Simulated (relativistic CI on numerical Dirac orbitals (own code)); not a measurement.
## Forbidden lines of W XXII

Computed by Dirac-Coulomb-Breit CI, orbitals from a KLI potential per configuration, a model potential for QED, unscaled Slater integrals (own radial code, finite nucleus).

Configurations in the expansion (outside the closed core [Ar] 3d10 4p6 4d10): 4s²4f⁷, 4s²4f⁶5s, 4s²4f⁵5s², 4s²4f⁶6s, 4f⁹. Levels of other configurations are missing.

```tsv
λ vac (nm)	Lower	Upper	Type	A (s⁻¹)	E lower (cm⁻¹)	E upper (cm⁻¹)
86.108	4s²4f⁷ ⁸S°7/2 [1]	4s²4f⁷ ⁶G°7/2 [23]	M1	3.41e+01	0.0	116133.2
99.206	4s²4f⁷ ⁸S°7/2 [1]	4s²4f⁷ ⁶I°7/2 [16]	M1	6.14e+01	0.0	100800.1
103.81	4s²4f⁷ ⁸S°7/2 [1]	4s²4f⁷ ⁶D°5/2 [15]	M1	3.10e+02	0.0	96333.0
107.74	4s²4f⁷ ⁸S°7/2 [1]	4s²4f⁷ ⁶D°7/2 [12]	M1	3.49e+02	0.0	92815.7
115.55	4s²4f⁷ ⁸S°7/2 [1]	4s²4f⁷ ⁶D°9/2 [11]	M1	4.49e+01	0.0	86542.9
135.47	4s²4f⁷ ⁸S°7/2 [1]	4s²4f⁷ ⁶I°7/2 [4]	M1	5.70e+01	0.0	73814.6
143.22	4s²4f⁷ ⁸S°7/2 [1]	4s²4f⁷ ⁶P°5/2 [3]	M1	8.69e+02	0.0	69822.2
154.89	4s²4f⁷ ⁸S°7/2 [1]	4s²4f⁷ ⁶P°7/2 [2]	M1	9.31e+02	0.0	64564.0
193.91	4s²4f⁷ ⁶P°7/2 [2]	4s²4f⁷ ⁶G°7/2 [23]	M1	4.66e+01	64564.0	116133.2
236.30	4s²4f⁷ ⁶I°7/2 [4]	4s²4f⁷ ⁶G°7/2 [23]	M1	6.86e+01	73814.6	116133.2
238.82	4s²4f⁷ ⁶P°5/2 [3]	4s²4f⁷ ⁶G°3/2 [21]	M1	1.33e+02	69822.2	111695.5
245.18	4s²4f⁷ ⁶P°7/2 [2]	4s²4f⁷ ⁶G°5/2 [17]	M1	1.83e+02	64564.0	105349.8
255.59	4s²4f⁷ ⁶I°9/2 [6]	4s²4f⁷ ⁶G°7/2 [23]	M1	1.26e+02	77007.8	116133.2
264.44	4s²4f⁷ ⁶P°3/2 [5]	4s²4f⁷ ⁶G°3/2 [21]	M1	1.08e+02	73879.4	111695.5
275.97	4s²4f⁷ ⁶P°7/2 [2]	4s²4f⁷ ⁶I°7/2 [16]	M1	3.79e+02	64564.0	100800.1
276.16	4s²4f⁷ ⁶I°11/2 [8]	4s²4f⁷ ⁶G°13/2 [22]	M1	2.63e+01	79654.9	115866.3
281.47	4s²4f⁷ ⁶P°5/2 [3]	4s²4f⁷ ⁶G°5/2 [17]	M1	2.60e+02	69822.2	105349.8
284.61	4s²4f⁷ ⁶I°15/2 [9]	4s²4f⁷ ⁶G°13/2 [22]	M1	9.52e+01	80731.1	115866.3
294.63	4s²4f⁷ ⁶I°17/2 [7]	4s²4f⁷ ⁴N°17/2 [20]	M1	1.48e+02	77596.7	111538.0
314.77	4s²4f⁷ ⁶P°7/2 [2]	4s²4f⁷ ⁶D°5/2 [15]	M1	6.26e+01	64564.0	96333.0
370.57	4s²4f⁷ ⁶I°7/2 [4]	4s²4f⁷ ⁶I°7/2 [16]	M1	3.22e+02	73814.6	100800.1
377.20	4s²4f⁷ ⁶P°5/2 [3]	4s²4f⁷ ⁶D°5/2 [15]	M1	5.93e+01	69822.2	96333.0
378.14	4s²4f⁷ ⁶P°5/2 [3]	4s²4f⁷ ⁶D°3/2 [14]	M1	1.38e+02	69822.2	96267.3
420.30	4s²4f⁷ ⁶I°9/2 [6]	4s²4f⁷ ⁶I°7/2 [16]	M1	4.29e+01	77007.8	100800.1
427.34	4s²4f⁷ ⁶D°9/2 [11]	4s²4f⁷ ⁶G°9/2 [19]	M1	6.96e+01	86542.9	109943.6
428.86	4s²4f⁷ ⁶D°7/2 [12]	4s²4f⁷ ⁶G°7/2 [23]	M1	7.71e+01	92815.7	116133.2
434.91	4s²4f⁷ ⁶P°5/2 [3]	4s²4f⁷ ⁶D°7/2 [12]	M1	3.44e+01	69822.2	92815.7
454.98	4s²4f⁷ ⁶P°7/2 [2]	4s²4f⁷ ⁶D°9/2 [11]	M1	7.80e+01	64564.0	86542.9
460.13	4s²4f⁷ ⁶D°9/2 [11]	4s²4f⁷ ⁶G°11/2 [18]	M1	7.12e+01	86542.9	108275.9
479.20	4s²4f⁷ ⁶P°3/2 [5]	4s²4f⁷ ⁶D°1/2 [13]	M1	2.21e+02	73879.4	94747.6
```

Terms are leading LS components. Brackets give the number of a level in order of energy, since labels repeat. The list gives strong lines, with weight on those to low levels, among the lowest 200 of 1875 levels, so that lines to higher ones, which can be the strongest, are missing. Levels whose partners in the same complex of configurations lie outside the list can be far off, and so can their lines. Rates are taken at the computed energies, electric ones in the length gauge.

At this charge energies of transitions that change n are usually good to better than 1 %, and those within a shell (Δn = 0) to a few per cent. Terms inside the open d or f shell come out 10 to 20 % too wide with unscaled integrals.

LS names give the leading component of a level, which can be under half, so a name can repeat, a term be missing and a line seem to break the LS rules.
